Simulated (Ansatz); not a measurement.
Species: C$_{2}$H$_{7}$O$_{2}$Si, net charge 0, doublet state. It need not be the lowest isomer of its formula. 
Geometry from a B3LYP-D3(BJ)/def2-TZVP (Ansatz, an electronic-structure program) optimisation:
```
Si
O 1 1.6425
C 2 1.4187 1 125.14
H 3 1.0895 2 107.77 1 -171.32
H 3 1.0934 4 108.74 2 120.67
H 3 1.0945 4 108.69 5 118.36
O 1 1.6425 2 104.19 3 171.91
C 7 1.4187 1 125.12 2 -171.98
H 8 1.0895 7 107.77 1 170.68
H 8 1.0933 9 108.75 7 -120.65
H 8 1.0946 9 108.68 10 -118.36
H 1 1.5089 2 109.61 3 54.70
```
Charge 0, spin multiplicity 2.

Computed values are from Ansatz. Cores are frozen in the correlated levels unless marked. UHF or UKS for open shells. Spin-orbit coupling is left out. Non-relativistic. Basis-set limits of correlation are two-point, X^-3; Hartree-Fock from the larger set.

The atomisation energy De comes out as 1068.9 kcal/mol at CCSD(T)/CBS(cc-pV(T+d)Z,cc-pV(Q+d)Z) and the total energy is -519.7292 Eh at CCSD(T)/CBS(cc-pV(T+d)Z,cc-pV(Q+d)Z). The dipole moment is 1.16 D at CCSD(T)/aug-cc-pV(D+d)Z and the T1 diagnostic is 0.014 at CCSD/cc-pV(Q+d)Z.
